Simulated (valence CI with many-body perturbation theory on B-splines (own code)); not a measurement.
# Forbidden lines of Sc⁵⁺

Calculated by configuration interaction combined with many-body perturbation theory (CI+MBPT): six valence electrons over a frozen Dirac-Fock core [Ne], radial functions for each j: 9 s, 9 p, 8 d, 6 f, 3 g, 1 h, with the one-electron correlation potential Σ1, the two-electron term Σ2, the three-electron term Σ3, Breit, model QED; selected CI, second order for the rest, scaled by the run's own slope (own B-spline code, finite nucleus).

Set against measurement, 8 paired levels are off by 129 cm⁻¹ on average, the worst by 326. These come from a selection out of Sugar and Corliss, J. Phys. Chem. Ref. Data 9, 473 (1980). Levels without a partner in it may be off by more. Among the levels kept, up to 970 cm⁻¹ of a level comes from second order outside the variational space, and about a tenth of that is noise between levels of different J, which matters for small intervals. 1 measured level below the end of the list, from 288026 cm⁻¹ on, found no clear computed partner, and computed levels of the same name lie up to 2025 cm⁻¹ from them.

Lines 1 to 39 of 39 in falling wavelength, among levels below 313070 cm⁻¹, chosen from the decays that carry over 1 % of a level's rate. Wavelengths and rates use the calculated energies, so an error of 100 cm⁻¹ moves a line at 5497 Å by 0.55 % and its rate by three times that or more. Electric multipoles are in the length gauge, E1 and E2 with the static RPA response of the core. S is in atomic units (e²a₀⁴ for E2 and M2, e²a₀⁶ for E3), for M1 in squared Bohr magnetons. Weak lines are less certain than strong ones. Lines between different terms over intervals too small for the method are left out, as are lines whose strength nearly cancels.

Letters in brackets count levels of one name in rising energy.

```
λ vac (Å)  λ from measured levels                 Upper                 Lower  Type   A (s⁻¹)  S (a.u.)
    88360                   90010          3s2 3p4 3P_0          3s2 3p4 3P_1    M1  7.78e-02  1.99e+00
    29860                   29890          3s2 3p4 3P_1          3s2 3p4 3P_2    M1  8.39e-01  2.48e+00
     6832                              3s2 3p3 3d 3G°_4  3s2 3p3 3d 3F°_4 [a]    M1  3.58e-01  3.81e-02
     6674                              3s2 3p3 3d 3G°_5  3s2 3p3 3d 3F°_4 [a]    M1  3.97e-01  4.81e-02
     6640                          3s2 3p3 3d 3F°_4 [b]      3s2 3p3 3d 1G°_4    M1  2.13e+00  2.08e-01
     5497                    5541          3s2 3p4 1D_2          3s2 3p4 3P_1    M1  8.57e-01  2.64e-02
     4785                              3s2 3p3 3d 1G°_4  3s2 3p3 3d 3F°_4 [a]    M1  4.29e-01  1.57e-02
     4768                          3s2 3p3 3d 3F°_4 [b]      3s2 3p3 3d 3G°_5    M1  2.65e+00  9.58e-02
     4690                          3s2 3p3 3d 3F°_4 [b]      3s2 3p3 3d 3G°_4    M1  2.20e+00  7.57e-02
     4642                    4674          3s2 3p4 1D_2          3s2 3p4 3P_2    M1  4.22e+00  7.83e-02
     4515                              3s2 3p3 3d 1G°_4  3s2 3p3 3d 3F°_3 [a]    M1  2.74e-01  8.41e-03
     3748                          3s2 3p3 3d 3F°_4 [a]      3s2 3p3 3d 5D°_4    M1  1.52e+00  2.67e-02
     3570                    3593          3s2 3p4 1S_0          3s2 3p4 1D_2    E2  4.23e+00  2.19e+00
     2420                              3s2 3p3 3d 3G°_4      3s2 3p3 3d 5D°_4    M1  1.46e-01  6.89e-04
     2412                              3s2 3p3 3d 3G°_4      3s2 3p3 3d 5D°_3    M1  1.27e-02  5.95e-05
     2400                              3s2 3p3 3d 3G°_5      3s2 3p3 3d 5D°_4    M1  2.11e-02  1.19e-04
     2400                              3s2 3p3 3d 3G°_5      3s2 3p3 3d 5D°_4    E2  1.61e-02  1.26e-02
     2231                          3s2 3p3 3d 3F°_4 [b]  3s2 3p3 3d 3D°_3 [a]    M1  1.40e+00  5.19e-03
     2164                    2180          3s2 3p4 1S_0          3s2 3p4 3P_1    M1  5.11e+01  1.92e-02
     2102                              3s2 3p3 3d 1G°_4      3s2 3p3 3d 5D°_4    M1  3.61e-01  1.12e-03
     2096                              3s2 3p3 3d 1G°_4      3s2 3p3 3d 5D°_3    M1  7.81e-02  2.40e-04
     1596                          3s2 3p3 3d 3F°_4 [b]      3s2 3p3 3d 5D°_4    M1  1.62e+01  2.19e-02
     1593                          3s2 3p3 3d 3F°_4 [b]      3s2 3p3 3d 5D°_3    M1  3.20e+00  4.32e-03
     1110                          3s2 3p3 3d 3F°_4 [a]          3s 3p5 3P°_2    E2  8.56e+00  1.16e-01
    955.2                              3s2 3p3 3d 3G°_4          3s 3p5 3P°_2    E2  8.75e-02  5.59e-04
    901.3                              3s2 3p3 3d 1G°_4          3s 3p5 3P°_2    E2  4.62e-01  2.21e-03
    793.6                          3s2 3p3 3d 3F°_4 [b]          3s 3p5 3P°_2    E2  6.62e+01  1.67e-01
    419.2                              3s2 3p3 3d 5D°_4          3s2 3p4 3P_2    M2  7.08e+00  7.37e-04
    410.4                          3s2 3p3 3d 3F°_4 [a]          3s2 3p4 1D_2    M2  1.18e+01  1.10e-03
    387.1                              3s2 3p3 3d 3G°_4          3s2 3p4 1D_2    M2  5.75e-02  4.01e-06
    378.0                              3s2 3p3 3d 1G°_4          3s2 3p4 1D_2    M2  4.27e+00  2.65e-04
    378.0                              3s2 3p3 3d 1G°_4          3s2 3p4 1D_2    E3  3.30e-01  1.04e+01
    377.0                          3s2 3p3 3d 3F°_4 [a]          3s2 3p4 3P_2    M2  4.99e-01  3.05e-05
    361.6                              3s2 3p3 3d 3G°_4          3s2 3p4 3P_1    E3  1.68e-01  3.88e+00
    357.3                              3s2 3p3 3d 3G°_4          3s2 3p4 3P_2    E3  1.03e-01  2.19e+00
    357.3                              3s2 3p3 3d 3G°_4          3s2 3p4 3P_2    M2  5.19e-02  2.43e-06
    356.9                              3s2 3p3 3d 3G°_5          3s2 3p4 3P_2    E3  2.89e-01  7.46e+00
    349.5                              3s2 3p3 3d 1G°_4          3s2 3p4 3P_2    M2  2.91e-01  1.22e-05
    332.0                          3s2 3p3 3d 3F°_4 [b]          3s2 3p4 3P_2    M2  3.97e+00  1.29e-04
```
